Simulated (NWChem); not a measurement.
CuNH₃Cl; SMILES [NH3]->[Cu][Cl]

```xyz
6

Cu     0.0003    -0.0001     1.1385
Cl     0.0010    -0.0005    -0.9533
N     -0.0002     0.0001     3.0821
H      0.9284    -0.1796     3.4677
H     -0.6204    -0.7142     3.4673
H     -0.3090     0.8944     3.4672
```
Atoms are numbered in this order, from 1.

All runs use the structure optimised with PBE0/def2-SVP.

Problem. Give the principal values of the shielding tensors (ppm) of Cu1, Cl2, N3 from PBE0/pcSseg-1, GIAO (NWChem), with their diamagnetic and paramagnetic parts as GIAO splits them.

Solution. 
```
atom     σ11     σ22     σ33  isotropic  diamagnetic  paramagnetic
----  ------  ------  ------  ---------  -----------  ------------
Cu1    155.3   155.8  2402.1      904.4       2404.7       -1500.3
Cl2   1154.6  1188.0  1188.0     1176.8       1147.9          28.9
N3     237.7   278.2   278.2      264.7        313.5         -48.8
```
